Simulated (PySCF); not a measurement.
Excitation energy of C²⁺ by level of theory

C²⁺ [He] 2s2 (1S) → C²⁺ [He] 2s1 2p1 (3P), as a difference of total energies. Calculation: PySCF 2.14, in aug-cc-pwCVTZ (7s6p4d2f, 59 functions); the non-relativistic Hamiltonian (point nucleus). Correlated levels: valence: 1s2 frozen. The calculations carry no spin-orbit coupling.

| method | excitation energy (eV) |
| --- | --- |
| UHF | 4.664 |
| MP2 (valence) | 5.780 |
| SCS-MP2 (valence) | 6.091 |
| CCSD (valence) | 6.538 |

**Question.** How much does correlation contribute at MP2 (valence)?

**Answer.** 5.780 − (4.664) = 1.116 eV, measured against UHF.

A first-order spin-orbit estimate (lowest level to lowest level, LS coupling) adds -0.006 eV.

With two correlated electrons CCSD is exact in that space.
